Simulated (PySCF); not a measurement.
## Calcium: a sound run and one with changed settings

Sound run: Ca²⁺ [Ar], Ca³⁺ [Ne] 3s2 3p5. All numbers are calculated (PySCF 2.14, scalar relativity by spin-free X2C-1e, in x2c-TZVPall). In the sound run the correlated levels freeze [Ne] 3s2. The sound run starts from symmetry-adapted Hartree-Fock orbitals and uses a fine grid where one is needed.

Changed run: all electrons correlated in a basis built for the valence shell.

```
species   method  sound run (hartree)  changed run (hartree)  converged
   Ca²⁺      MP2           -679.14980             -679.19161        yes
   Ca²⁺  CCSD(T)           -679.16616             -679.20828        yes
   Ca³⁺      MP2           -677.27660             -677.33135        yes
   Ca³⁺  CCSD(T)           -677.29346             -677.35411        yes
```

Ionisation energy of Ca²⁺:

```csv
method,sound run (eV),changed run (eV)
UHF,49.752,49.752
MP2,50.972,50.620
SCS-MP2,50.904,50.507
CCSD,50.941,50.439
CCSD(T),50.959,50.455
```

A valence basis has no tight correlating functions, so it recovers only part of the core correlation, and not evenly between atom and ion.

For comparison, NIST gives 50.913 eV between the lowest levels.
